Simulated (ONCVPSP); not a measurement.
# Co, ONCV: configuration errors across variants

ONCVPSP 4.0.1 input, shortened (lines: element, Z, core and valence counts, functional; n l f; lmax; l rc ep ncon nbas qcut; lloc lpopt rc5 dvloc0; l nproj debl; icmod fcfact rcfact), PBEsol, scalar-relativistic:

```
  Co 27.00    3    4  -116133      upf
    1    0    2.00
    2    0    2.00
    2    1    6.00
    3    0    2.00
    3    1    6.00
    3    2    7.00
    4    0    1.00
    2
    0    1.20    0.00    4    8    8.50
    1    1.05    0.00    3    6   12.30
    2    1.00    0.00    4    8   14.40
    4    5    0.85    0.00
    0    2    1.50
    1    1    3.40
    2    2    2.20
    0    0.00    0.00
```

All-electron excitation energies from the reference (eV): (1) 3s2 3p6 3d7 4s2 -9.046; (2) 3s2 3p6 3d7 4s0 16.698; (3) 3s2 3p6 3d6 4s0 52.535; (4) 3s2 3p6 3d6 4s2 4p1 0.645.

Errors AE − PS in meV (a dash: test not solved or not reliable):

| change | (1) | (2) | (3) | (4) | bound ghosts | GHOST(+) flags above zero |
| --- | --- | --- | --- | --- | --- | --- |
| base | +1.3 | -0.1 | -0.3 | +37 | none | none |
| p: qcut 7.6 | +1.3 | -0.1 | -1.7 | +20 | none | none |
| p: qcut 9.5 | +1.3 | -0.1 | -0.4 | +35 | none | none |
| p: qcut 11.5 | +1.3 | -0.1 | -0.2 | +38 | none | none |
| p: qcut 13.5 | +1.3 | -0.1 | -0.5 | +34 | none | none |
| p: qcut 15.8 | +1.3 | -0.1 | -0.7 | +32 | none | none |

Q: Give the same row for: p: qcut 18.2.

A: +1.3, 0.0, -0.9, +30; bound ghosts: none; GHOST(+) flags above zero: none.
